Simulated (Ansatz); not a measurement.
`[SiH3]/C=[CH]\[GaH2]`, charge 0, multiplicity 1.

Q: Give a relaxed structure at PBE0-D4/def2-TZVP (the Gaussian-basis code of Ansatz). (Estimate.)

A: The calculation gave: 
Z-matrix (Å, degrees):
```
Si
C 1 1.846
H 1 1.522 2 103.1
H 1 1.486 2 115.7 3 -115.7
H 1 1.486 2 115.7 3 115.6
C 2 1.340 1 115.8 3 -0.2
H 2 1.090 1 122.7 3 179.8
Ga 6 1.983 2 119.1 1 -0.1
H 6 1.092 2 118.4 1 180.0
H 8 1.570 6 119.5 2 94.8
H 8 1.570 6 119.4 2 -94.3
```
Point group Cs.
This is one stationary point; other conformers may exist.
